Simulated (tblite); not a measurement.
Species: 5-chloro-2-hydroxypyridine, C5H4ClNO.
Structure used (GFN2-xTB), in Å, numbered top down from 1:
```xyz
12
C5H4ClNO angstrom
O     -2.5417   -0.2359   -0.1915
C     -1.2105   -0.1417   -0.0719
C     -0.5281    0.9078   -0.6946
C      0.8406    0.9676   -0.5474
C      1.4748   -0.0138    0.2101
Cl     3.1881    0.0192    0.4221
C      0.7131   -1.0142    0.7892
N     -0.6003   -1.0714    0.6474
H     -2.8354   -1.0165    0.3003
H     -1.0749    1.6374   -1.2678
H      1.4144    1.7568   -1.0075
H      1.1610   -1.7960    1.3857
```

Computed with GFN2-xTB (tblite): harmonic, unscaled wavenumbers at the GFN2-xTB geometry, gas phase. Errors from tens to a few hundred cm⁻¹ against measured bands are possible. One conformer, not necessarily the lowest.

Harmonic wavenumbers (cm⁻¹): 112.3, 241.1, 318.5, 360.8, 389.5, 398.9, 472.9, 552.7, 613.7, 648.2, 702.8, 822.7, 858.9, 887.8, 916.9, 1014.4, 1107.1, 1111.2, 1135.8, 1237.9, 1291.3, 1311.0, 1399.7, 1437.1, 1561.5, 1586.4, 3077.9, 3099.4, 3120.6, 3473.9.

A = 5851, B = 1013, C = 863.2 MHz; mass 128.998 u (most abundant isotopes); point group Cs, symmetry number 1.

**Question.** Zero-point energy?

**Answer.** Half the sum of the wavenumbers: 17631 cm⁻¹ = 210.92 kJ/mol.

**Question.** What is S at 273.15 K and 1 bar for an ideal gas of classical rigid rotors and harmonic oscillators?

**Answer.** Translation 167.64, rotation 118.29, vibration 47.01: S = 332.9 J/(mol K).

**Question.** And Cp and H(273.15 K) − H(0)?

**Answer.** Cp = 105.65 J/(mol K), of which vibrations give 72.39 (their classical limit is 30 R = 249.4); H(273.15 K) − H(0) = 17.22 kJ/mol without the zero-point energy, 8.13 from vibrations.

**Question.** Which modes carry the vibrational entropy at 273.15 K?

**Answer.** 112.3 cm⁻¹: 12.80; 241.1 cm⁻¹: 6.86; 318.5 cm⁻¹: 4.92; 360.8 cm⁻¹: 4.12; 389.5 cm⁻¹: 3.66; 398.9 cm⁻¹: 3.52 J/(mol K); the other 24 give 11.12 together.

**Question.** What must be added to the electronic energy to get the Gibbs energy at 273.15 K and 1 bar?

**Answer.** ZPE + [H(273.15 K) − H(0)] − T·S = 210.92 + 17.22 − 90.94 = 137.20 kJ/mol.

Hindered rotation and anharmonicity are outside this model. Other conformers, if any are populated, would add a mixing term that is left out.
